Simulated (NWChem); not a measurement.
All runs are NWChem calculations. System: H2INSi, charge 0, spin multiplicity 1, at a geometry optimised with PBE/def2-SVP with def2 effective core potentials on I. The structure started from a generated list of species. Level: CCSD(T)/def2-SVP with def2 effective core potentials on I, 10 core orbitals frozen.

The NWChem input:

```
start mol
memory heap 100 mb stack 700 mb global 1900 mb
geometry units angstroms nocenter noautoz
  Si     1.163458     1.310555     0.000000
  I     -0.746737    -0.365913     0.000000
  N      2.485585     0.191904     0.000000
  H      2.436917    -0.833029     0.000000
  H      3.452642     0.535337     0.000000
  symmetry group Cs
end
basis spherical
  * library def2-svp
end
ecp
  I library def2-ecp
end
scf
  rhf
  nopen 0
  maxiter 100
  thresh 1e-7
  semidirect memsize 60000000 filesize 0
end
ccsd
  freeze core 10
  maxiter 60
end
task ccsd(t) energy
```

NWChem printed:

```
             Northwest Computational Chemistry Package (NWChem) 7.3.0
             --------------------------------------------------------

                                NWChem Input Module
                                -------------------

 Scaling coordinates for geometry "geometry" by  1.889725989
 (inverse scale =  0.529177249)

 Turning off AUTOSYM since
 SYMMETRY directive was detected!

                             Geometry "geometry" -> ""
                             -------------------------

 Output coordinates in angstroms (scale by  1.889725989 to convert to a.u.)

  No.       Tag          Charge          X              Y              Z
 ---- ---------------- ---------- -------------- -------------- --------------
    1 Si                  14.0000     1.16345800     1.31055500     0.00000000
    2 I                   53.0000    -0.74673700    -0.36591300     0.00000000
    3 N                    7.0000     2.48558500     0.19190400     0.00000000
    4 H                    1.0000     2.43691700    -0.83302900     0.00000000
    5 H                    1.0000     3.45264200     0.53533700     0.00000000

 Effective nuclear repulsion energy (a.u.)     273.1034299994

            Nuclear Dipole moment (a.u.)
            ----------------------------
        X                 Y               Z
 ---------------- ---------------- ----------------
     0.0000094486     0.0000321253     0.0000000000

      Symmetry information
      --------------------

 Group name             Cs
 Group number              2
 Group order               2
 No. of unique centers     5

      Symmetry unique atoms

     1    2    3    4    5


 Summary of "ao basis" -> "" (spherical)
 ------------------------------------------------------------------------------
       Tag                 Description            Shells   Functions and Types
 ---------------- ------------------------------  ------  ---------------------
 *                          def2-svp                  on all atoms

 Summary of "ao basis" -> "ao basis" (spherical)
 ------------------------------------------------------------------------------
[...]
 ccsd(t): done       14 out of       44 progress:   31.8%
 ccsd(t): done       15 out of       44 progress:   34.1%
 ccsd(t): done       16 out of       44 progress:   36.4%
 ccsd(t): done       17 out of       44 progress:   38.6%
 ccsd(t): done       18 out of       44 progress:   40.9%
 ccsd(t): done       19 out of       44 progress:   43.2%
 ccsd(t): done       20 out of       44 progress:   45.5%
 ccsd(t): done       21 out of       44 progress:   47.7%
 ccsd(t): done       22 out of       44 progress:   50.0%
 ccsd(t): done       23 out of       44 progress:   52.3%
 ccsd(t): done       24 out of       44 progress:   54.5%
 ccsd(t): done       25 out of       44 progress:   56.8%
 ccsd(t): done       26 out of       44 progress:   59.1%
 ccsd(t): done       27 out of       44 progress:   61.4%
 ccsd(t): done       28 out of       44 progress:   63.6%
 ccsd(t): done       29 out of       44 progress:   65.9%
 ccsd(t): done       30 out of       44 progress:   68.2%
 ccsd(t): done       31 out of       44 progress:   70.5%
 ccsd(t): done       32 out of       44 progress:   72.7%
 ccsd(t): done       33 out of       44 progress:   75.0%
 ccsd(t): done       34 out of       44 progress:   77.3%
 ccsd(t): done       35 out of       44 progress:   79.5%
 ccsd(t): done       36 out of       44 progress:   81.8%
 ccsd(t): done       37 out of       44 progress:   84.1%
 ccsd(t): done       38 out of       44 progress:   86.4%
 ccsd(t): done       39 out of       44 progress:   88.6%
 ccsd(t): done       40 out of       44 progress:   90.9%
 ccsd(t): done       41 out of       44 progress:   93.2%
 ccsd(t): done       42 out of       44 progress:   95.5%
 ccsd(t): done       43 out of       44 progress:   97.7%
 ccsd(t): done       44 out of       44 progress:  100.0%
 Time for integral evaluation pass     1        7.70
 Time for triples evaluation pass      1        9.20

 pseudo-e(mp4)  -0.12741661155413E-01
 pseudo-e(mp5)   0.72246232123589E-03
        e(t)    -0.12019198834177E-01

 --------------
 CCSD(T) Energy
 --------------
 Reference energy:                    -641.108226823385053

 CCSD corr. energy:                     -0.398269076009848
 T(CCSD) corr. energy:                  -0.012741661155413
 Total CCSD+T(CCSD) energy:           -641.519237560550323

 CCSD corr. energy:                     -0.398269076009848
 (T) corr. energy:                      -0.012019198834177
 Total CCSD(T) energy:                -641.518515098229045

 routine      calls  cpu(0)   cpu-min  cpu-ave  cpu-max   i/o
 aoccsd          1     0.04     0.04     0.04     0.04    0.00
 iterdrv         1     0.03     0.03     0.03     0.03    0.00
 pampt          13     0.26     0.26     0.26     0.26    0.00
 t2pm           13     0.56     0.56     0.56     0.56    0.00
 sxy            13     0.85     0.85     0.85     0.85    0.00
 ints      2752191    65.25    65.25    65.25    65.25    0.00
 t2eri        6045    18.19    18.19    18.19    18.19    0.00
 idx2         6045     2.65     2.65     2.65     2.65    0.00
 idx34          13     0.26     0.26     0.26     0.26    0.00
 ht2pm          13     0.51     0.51     0.51     0.51    0.00
 itm            13     2.85     2.85     2.85     2.85    0.00
 pdiis          13     0.05     0.05     0.05     0.05    0.00
 triples         1     0.00     0.00     0.00     0.00    0.00
 rdtrpo          1     0.03     0.03     0.03     0.03    0.00
 trpmos          1     7.70     7.70     7.70     7.70    0.00
 trpdrv          1     1.24     1.24     1.24     1.24    0.00
 dovvv      129360     3.29     3.29     3.29     3.29    0.00
 doooo      129360     1.38     1.38     1.38     1.38    0.00
 tengy      120736     3.11     3.11     3.11     3.11    0.00
 Total               108.25   108.25   108.25   108.25    0.00

 Task  times  cpu:      115.6s     wall:      115.6s

 Total times  cpu:      115.7s     wall:      115.7s
```
